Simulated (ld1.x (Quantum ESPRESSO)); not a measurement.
An all-electron radial function and its pseudo partner (Si)

Columns: radius, all-electron u(r) and pseudo u(r) of the 3p shell (level -4.22 eV) of silicon in the configuration [Ne] 3s1.5 3p2.5; BLYP, scalar-relativistic, ultrasoft scheme, ld1.x (Quantum ESPRESSO) 7.5.

```csv
r (bohr),all-electron,pseudo
0.108,0.1158,-0.0061
0.215,0.2326,-0.0239
0.322,0.2668,-0.0525
0.430,0.2332,-0.0908
0.538,0.1587,-0.1368
0.645,0.0654,-0.1878
0.752,-0.0341,-0.2419
0.860,-0.1325,-0.2974
0.968,-0.2241,-0.3518
1.075,-0.3056,-0.4027
1.182,-0.3770,-0.4492
1.290,-0.4386,-0.4908
1.398,-0.4901,-0.5266
1.505,-0.5317,-0.5559
1.612,-0.5648,-0.5796
1.720,-0.5900,-0.5979
1.828,-0.6079,-0.6114
1.935,-0.6192,-0.6202
2.042,-0.6249,-0.6250
2.150,-0.6258,-0.6258
2.258,-0.6226,-0.6226
2.365,-0.6160,-0.6160
2.472,-0.6066,-0.6066
2.580,-0.5948,-0.5948
2.688,-0.5811,-0.5811
2.795,-0.5661,-0.5661
```

Task: How many radial nodes do the two functions have?

Result: The all-electron 3p function has n − l − 1 = 1; the pseudo-wave has 0, since the states of the same l below it are removed with the core.

Task: At about which radius was the pseudo-wave matched?

Result: 2.15 bohr. The columns agree to 0.0005 from 2.04 bohr on; several derivatives are matched, so the curves merge somewhat inside the radius.

Task: Where does each function peak?

Result: Outermost all-electron maximum near 2.15 bohr, pseudo maximum near 2.15 bohr (to the table’s step).

Task: Is the pseudo-wave norm-conserving?

Result: No, it belongs to an ultrasoft set: the norm inside the radius is not constrained, and the difference is carried by the augmentation charge.
